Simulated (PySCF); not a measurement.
A search over the determinants of GeB⁺

Unrestricted PBE0; basis Ge jorge-DZP-DKH, B jorge-DZP-DKH; spin-free X2C with a Gaussian nucleus; PySCF 2.14. Outer shells of the fragments: Ge+ 3d10 4s2 4p1; B 2s2 2p1.

Followed along the bond (rough minima from three points):

```
2Ms+1  unpaired  ⟨S²⟩ at the start  R at minimum (Å)  Te (eV)
    3  σ ↑, π ↑               2.00              2.17     0.00
    1  σ ↓, π ↑               1.01              2.18     0.19
    3      π ↑↑               2.03              1.97     0.26
    1      π ↑↓               1.00              1.98     0.51
    1      none               0.08              2.02     1.24
```

Solutions found at the starting distance of 2.075 Å, counted from the lowest of them; the search is not exhaustive and high or unbound solutions are not listed, so other states can lie among these:

```
2Ms+1    unpaired   term  E (eV)  ⟨S²⟩  ⟨Lz²⟩  μ (D)
    3    σ ↑, π ↑     ³Π    0.00  2.00   1.00   1.83
    1    σ ↓, π ↑  mixed    0.20  1.01   1.00   1.87
    3        π ↑↑    ³Σ⁻    0.30  2.03   0.00   2.06
    1        π ↑↓  mixed    0.54  1.00   2.01   2.04
    1        none  mixed    1.22  0.08   2.00   2.17
    1        none    ¹Σ⁺    1.61  0.00   0.00  -0.30
    3        π ↑↑  mixed    2.82  2.05   2.00   2.62
    3  σ ↑↑, π ↑↓  mixed    3.00  3.01   2.00   1.37
    1  σ ↓↓, π ↑↑  mixed    3.65  2.01   0.00   1.69
    1    σ ↓, π ↑  mixed    4.90  1.36   1.08   2.18
```

A term symbol is given only where ⟨S²⟩ and ⟨Lz²⟩ are close to those of a pure state; real π, δ and φ orbitals otherwise mix terms. A positive dipole points towards B; it is taken about the centre of mass and depends on that origin.

Spin–orbit coupling is left out.
